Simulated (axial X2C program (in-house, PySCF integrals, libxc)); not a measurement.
**Potential curves of GeN, with spin–orbit coupling**

Calculated with an in-house relativistic program for diatomic molecules. Two-component (2c) means X2C with spin–orbit coupling and atomic mean-field two-electron Coulomb and Gaunt terms. Basis: Ge dyall-cv3z [9s9p7d4f1g], N dyall-av3z [7s7p3d2f] (cores contracted in-house); Gaussian nuclei, density fitting, unrestricted open shells. Masses: Ge 73.921 u, N 14.003 u.

State: Ω = 3/2 (⟨Sz⟩ = 0.50, ⟨Lz⟩ = 1.00 at PBE0). Energies in eV from the lowest point of each curve. Fits are polynomials in 1 − R0/R over 0.85 to 1.23 times the lowest point R0.

```json
{"R (Å)": "1.5147", "PBE0": "1.1795", "B3LYP": "1.2582"}
{"R (Å)": "1.5843", "PBE0": "0.4812", "B3LYP": "0.5354"}
{"R (Å)": "1.6365", "PBE0": "0.1855", "B3LYP": "0.2213"}
{"R (Å)": "1.6888", "PBE0": "0.0364", "B3LYP": "0.0539"}
{"R (Å)": "1.7410", "PBE0": "0.0000", "B3LYP": "0.0000"}
{"R (Å)": "1.8019", "PBE0": "0.0618", "B3LYP": "0.0435"}
{"R (Å)": "1.8629", "PBE0": "0.2009", "B3LYP": "0.1685"}
{"R (Å)": "1.9412", "PBE0": "0.4440", "B3LYP": "0.4036"}
{"R (Å)": "2.0370", "PBE0": "0.7802", "B3LYP": "0.7440"}
{"R (Å)": "2.1763", "PBE0": "1.2704", "B3LYP": "1.2490"}
```

Density functionals use the spin component along the axis (collinear). Without a current term, density functionals place determinants with orbital angular momentum somewhat too high. The state is one determinant with fixed occupations, lowest in a PBE0 search at one distance only: followed along the bond, the 2c determinant Ω = 1/2 reaches 0.04 eV lower at PBE0, at Re = 1.653 Å, so the state shown is not the lowest. The determinant is spin-polarised beyond a pure state at some levels (its spin-free form has ⟨S²⟩ too high), which makes Re and μ there less reliable. The lowest spin-free determinant has another configuration (M_S = 1/2, Λ = 0), so the order of states is uncertain and this need not be the ground state.

Task: What are Re and ωe at the PBE0 level?

Result: At PBE0, 2c: Re = 1.735 Å, ωe ≈ 857 cm⁻¹; Be follows as 0.476 cm⁻¹.

Task: What are Re and ωe at the B3LYP level?

Result: At B3LYP, 2c: Re = 1.745 Å, ωe ≈ 839 cm⁻¹; Be follows as 0.47 cm⁻¹.
